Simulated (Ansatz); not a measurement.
C2H5BO can be A, `CC1BO1`, or B, `OB1CC1`.

Gas-phase electronic energies from Ansatz, PBE0-D4/def2-TZVP geometries. CCSD(T)/CBS is the MP2 limit (def2-TZVPP, def2-QZVPP) plus CCSD(T) − MP2 in def2-TZVPP, frozen cores. Functionals use def2-TZVPP. B3LYP here is the variant with VWN-RPA as its local correlation; programs differ in this. One conformer a species, not always the lowest.

A:

Z-matrix (Å, degrees):
```
C
C 1 1.496
H 1 1.094 2 109.3
H 1 1.092 2 111.8 3 119.4
H 1 1.094 2 111.5 3 -119.1
B 2 1.513 1 125.0 3 -110.2
O 2 1.510 1 114.8 3 -170.0
H 2 1.089 1 114.7 3 60.8
H 6 1.185 2 159.2 1 81.4
```

B:

Z-matrix (Å, degrees):
```
C
B 1 1.523
C 1 1.575 2 58.5
H 1 1.087 2 121.2 3 -103.7
H 1 1.087 2 121.2 3 103.7
O 2 1.341 1 150.4 3 180.0
H 3 1.086 1 116.3 2 112.0
H 3 1.086 1 116.3 2 -111.9
H 6 0.962 2 112.9 1 0.0
```

Task: Which isomer does CCSD(T)/CBS put lower? Give the gap. (Best estimate.)

Result: Computed: B, by 10.9 kcal/mol.

Task: Give E(B) − E(A) in kcal/mol with r2SCAN-D4, B3LYP, B2PLYP, MP2/def2-TZVPP, CCSD(T)/def2-SVP, PBE-D4, PBE0-D4. (An estimate is asked.)

Result: Ansatz gave: r2SCAN-D4 -11.4, B3LYP -11.0, B2PLYP -10.6, MP2/def2-TZVPP -11.3, CCSD(T)/def2-SVP -9.1, PBE-D4 -11.0, PBE0-D4 -12.7. None reverses the order clearly.

Task: Does the order hold for the free energy at 298.15 K (harmonic terms from PBE0-D4)? (An estimate is asked.)

Result: Ansatz gave: Yes: G(B) − G(A) = -10.4 kcal/mol, for one conformer each.

Largest T1 diagnostic: 0.015.

From BLYP to BHLYP (50 % exact exchange), in def2-TZVPP and without D4, E(B) − E(A) moves by −3.2 kcal/mol. In def2-TZVPP, CCSD(T) changes the Hartree–Fock value by +1.7 kcal/mol (the triples alone add +0.8 kcal/mol) and MP2 by +0.9 kcal/mol.
